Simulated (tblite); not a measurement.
Start geometry of `[CH2]C#C[Si@@H](CF)C[SiH3]` [radical] from a force field or distance geometry (Å):
```
atom  x, y, z in Å
C1     4.2335   -0.5833    0.8591
C2     2.8183   -0.4049    0.7918
C3     1.6428   -0.2667    0.7540
Si4   -0.2401   -0.0227    0.6589
C5    -0.6980    1.7271    1.0621
F6    -0.4669    2.5026   -0.0446
C7    -0.8512   -0.5838   -1.0074
Si8   -2.6838   -0.6421   -0.9141
H9     4.8851    0.1209    0.3641
H10    4.6450   -1.4193    1.4036
H11   -0.8137   -0.9157    1.7186
H12   -1.7588    1.8282    1.3112
H13   -0.1111    2.1325    1.8923
H14   -0.4410   -1.5745   -1.2497
H15   -0.5172    0.1146   -1.7788
H16   -3.1486   -1.6487    0.0885
H17   -3.2543    0.6758   -0.5355
H18   -3.2490   -1.0339   -2.2391
```

Question: What comes out of this run: GFN2-xTB geometry optimisation, gas phase (tblite)?

Answer: 
```
atom  x, y, z in Å
C1     4.194   -0.494    0.723
C2     2.858   -0.382    0.791
C3     1.631   -0.277    0.876
Si4   -0.199   -0.146    0.854
C5    -0.665    1.699    1.136
F6    -0.363    2.460    0.023
C7    -0.874   -0.692   -0.840
Si8   -2.761   -0.597   -1.063
H9     4.798    0.312    0.345
H10    4.688   -1.398    1.036
H11   -0.770   -0.909    1.974
H12   -1.735    1.830    1.314
H13   -0.119    2.146    1.970
H14   -0.547   -1.716   -1.024
H15   -0.403   -0.080   -1.610
H16   -3.407   -1.457   -0.065
H17   -3.232    0.779   -0.900
H18   -3.103   -1.071   -2.407
```

The energy falls by 0.506 eV over 116 L-BFGS steps, the largest force on an atom goes from 6.98 to 0.008 eV/Å, and the atoms move by 0.228 Å rms after alignment. The bond that changes most is C1–C2 (ends: carbon bonded to C and 2 H; carbon bonded to 2 C), which shortens by 0.085 Å. Bonds longer at the end by more than 0.005 Å: 5 of 17; shorter: 7. Among the angles that change most is Si4–C7–Si8, from 107.0° to 116.2°. Among the dihedrals that turn most is C3–Si4–C7–H15, from -70° to -57°. Rotational constants go from 2074, 686.0, 565.1 to 2025, 668.9, 559.5 MHz. The orientation of the end geometry is arbitrary; only internal coordinates are fixed.

Time: 0.81 s wall. Hardware: an Arm Neoverse V2 with one thread, shared host with 96 logical CPUs at a one-minute load of 52.

Its GFN2-xTB frequencies are all real (lowest 24 cm⁻¹). 3 starts were optimised and ended at 0.00, 0.06 and 0.37 kcal/mol (GFN2-xTB); the lowest of these is shown.

One conformer stands for the species.

All values are computed, not measured.
